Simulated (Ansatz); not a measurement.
Relaxation of F$_{2}$H$_{8}$N$_{2}$OSiZr (15 atoms, charge 0, multiplicity 1), to a largest force component of 0.03 eV/Å in at most 50 steps.

Theory: Ansatz 0.2.0, RHF/def2-SVP.

```xyz
15
Properties=species:S:1:pos:R:3
Zr 0.377 0.013 -0.311
F -0.061 -0.149 1.600
N 2.400 0.068 -0.526
H 3.062 -0.564 -0.109
H 2.907 0.773 -1.035
F -0.230 1.672 -1.076
N -0.249 -1.653 -1.310
H -1.188 -2.009 -1.248
H 0.274 -2.215 -1.957
O -2.693 -0.354 0.721
Si -4.240 -0.942 0.684
H -4.247 -2.420 0.792
H -5.044 -0.383 1.793
H -4.815 -0.542 -0.613
H -2.167 -0.389 1.536
```

Where does it end, and by what steps?

The run converged. After 23 steps the energy has fallen by 0.420 eV; H13 moved furthest, 2.00 Å. Joined: Zr1–O10 (3.26 → 2.41 Å).

| step | energy less start (eV) | largest force component (eV/Å) | accepted |
| --- | --- | --- | --- |
| 0 | 0.0000 | 0.992 | yes |
| 1 | -0.1000 | 0.427 | yes |
| 2 | -0.1987 | 0.546 | yes |
| 3 | -0.2507 | 0.249 | yes |
| 4 | -0.2785 | 0.438 | yes |
| 5 | -0.3009 | 0.559 | yes |
| 6 | -0.3262 | 0.493 | yes |
| 7 | -0.3444 | 0.337 | yes |
| 8 | -0.3540 | 0.355 | yes |
| 9 | -0.3625 | 0.265 | yes |
| 10 | -0.3708 | 0.054 | yes |
| 11 | -0.3743 | 0.288 | yes |
| 12 | -0.3788 | 0.175 | yes |
| 13 | -0.3873 | 0.115 | yes |
| 14 | -0.3901 | 0.295 | yes |
| 15 | -0.3996 | 0.122 | yes |
| 16 | -0.4062 | 0.064 | yes |
| 17 | -0.4127 | 0.313 | yes |
| 18 | -0.4152 | 0.233 | yes |
| 19 | -0.4183 | 0.114 | yes |
| 20 | -0.4181 | 0.087 | no |
| 21 | -0.4197 | 0.066 | yes |
| 22 | -0.4200 | 0.038 | yes |
| 23 | -0.4203 | 0.029 | yes |

```xyz
15
Properties=species:S:1:pos:R:3
Zr -0.073 -0.426 -0.068
F 0.229 -0.897 1.806
N 1.699 0.505 -0.494
H 2.569 0.371 -0.006
H 1.830 1.235 -1.174
F -1.320 0.947 -0.696
N -0.098 -2.088 -1.267
H -0.827 -2.780 -1.290
H 0.612 -2.351 -1.926
O -2.225 -1.061 0.814
Si -3.744 -0.388 0.454
H -4.739 -1.242 1.140
H -3.832 0.983 0.979
H -3.916 -0.456 -1.001
H -2.078 -1.444 1.670
```

Whether the end is a true minimum wasn't checked by a vibrational analysis.

The run took 74 s on 4 threads of Arm Neoverse V1 (shared host), peak memory 0.48 GiB.
